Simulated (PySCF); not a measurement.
The same groups moved round the core (norbornane formyl+boryl). Isolated molecules, 0 K electronic values unless said otherwise. One relaxed conformer stands for each flexible species; it need not be the lowest. Strings in code marks are SMILES.

The four lowest singlet excitations (Tamm–Dancoff). Calculation: PBE-D3(BJ)/def2-TZVP // PBE0-D4/def2-SVP in PySCF 2.14.0. Excitations are Tamm–Dancoff values on a coarser integration grid. The basis has no diffuse functions, so Rydberg states are missing or too high.

| state | energy (eV) | wavelength (nm) | oscillator strength |
|---|---|---|---|
| S1 | 3.30 | 376 | 0.020 |
| S2 | 4.27 | 291 | 0.002 |
| S3 | 4.60 | 270 | 0.000 |
| S4 | 4.92 | 252 | 0.015 |

### Question
Name which member gives these states.
A) `B[C@@H]1[C@@H]2CC[C@@H](C2)[C@@H]1C=O`
B) `B[C@@]1(C=O)C[C@@H]2CC[C@H]1C2`
C) `B[C@@H]1C[C@H]2CC[C@@H]1[C@H]2C=O`
D) `B[C@]12CC[C@](C=O)(CC1)C2`

### Answer
D, `B[C@]12CC[C@](C=O)(CC1)C2`
